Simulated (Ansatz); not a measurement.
A run for Ansatz (an electronic-structure program): R-RI-MP2/aug-cc-pV(T+d)Z on H4OSi (SMILES O[SiH3]) with ghost functions, monomers drawn apart or pushed together. Files ending in .json are basis or fitting sets from the Basis Set Exchange.

Ansatz 0.2 input:
```yaml
crystal:
  periodic: [false, false, false]
  atoms:
    - {symbol: O, position_ang: [0.37308563, -0.22531015, 4.37224828]}
    - {symbol: Si, position_ang: [-0.79655147, 0.44932022, 5.29470677]}
    - {symbol: H, position_ang: [0.29483793, -0.16942476, 3.39281463]}
    - {symbol: H, position_ang: [-0.93590070, 1.91242735, 5.05680824]}
    - {symbol: H, position_ang: [-0.42631613, 0.23149665, 6.71037937]}
    - {symbol: H, position_ang: [-2.13436932, -0.15730526, 5.05200124]}
basis:
  gaussian:
    orbitals: aug-cc-pV_T+d_Z.json
    fitting: {mean_field: def2-universal-JKFIT, correlation: aug-cc-pVTZ-RIFIT.json}
    ghost_atoms:
      - {symbol: N, position_ang: [0.43977806, -0.21666562, 0.10687710]}
      - {symbol: H, position_ang: [0.43347886, 0.73462224, -0.24371592]}
      - {symbol: H, position_ang: [1.25902548, -0.67880333, -0.27211663]}
      - {symbol: H, position_ang: [-0.37811970, -0.68783892, -0.26326018]}
magnetization: {spin_polarized: false}
correlation: {method: mp2, electrons: outside_noble_gas}
scf: {lower_state_search: off}
```

**Question.** Give the final energy of this run.

**Answer.** -366.5976 hartree.
